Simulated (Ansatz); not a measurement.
Task: Name a neutral molecule of B, C, Se, Si and H with LUMO energy (B3LYP/def2-TZVPP) between -1.75 and -1.45 eV and LUMO energy (PBE0/def2-TZVPP) between -1.60 and -1.30 eV (Ansatz, PBE0-D4/def2-TZVP geometry).

Result: `BC1[SiH2][Se]1` (-1.55 eV, -1.36 eV); `[SeH][SiH]1BC1` (-1.50 eV, -1.33 eV); `B[Se][SiH2]C` (-1.70 eV, -1.53 eV). Other molecules can fit too; these were computed, each in one conformer that needn't be the lowest.

B3LYP here is the variant with VWN-RPA as its local correlation; programs differ in this.
